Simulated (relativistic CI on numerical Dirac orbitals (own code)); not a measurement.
## W⁵⁺ (5d) in a crystal field

Calculated by Dirac-Coulomb-Breit CI, orbitals from a KLI potential per configuration, model QED, valence Slater integrals scaled by 0.9, one configuration in a parametric crystal field (own radial code).

Field parameters in Wybourne normalisation: Oh B⁴₀ = 21Dq, B⁴₄ = √(5/14) B⁴₀. The field is a parameter set, without covalency.

S and J are read from ⟨S²⟩ = S(S + 1) and ⟨J²⟩ = J(J + 1) of each level; they are not fictitious spins.

Oh, 10Dq = 10000 cm⁻¹, the lowest 3 levels:

```
E (cm⁻¹)  Degeneracy  Irrep     S     J
     0.0           4     Γ8  0.50  1.67
    6029           2     Γ7  0.50  2.50
   14025           4     Γ8  0.50  2.38
```

Oh, 10Dq = 41950 cm⁻¹, the lowest 3 levels:

| E (cm⁻¹) | Degeneracy | Irrep | S | J |
| --- | --- | --- | --- | --- |
| 0.0 | 4 | Γ8 | 0.50 | 1.86 |
| 5173 | 2 | Γ7 | 0.50 | 2.50 |
| 44262 | 4 | Γ8 | 0.50 | 2.23 |

The free-ion ground term has S = 1/2. Every field shown keeps that spin.

Levels of this model without a field, named by their leading LS term: 2D_3/2 0, 2D_5/2 8034 cm⁻¹.
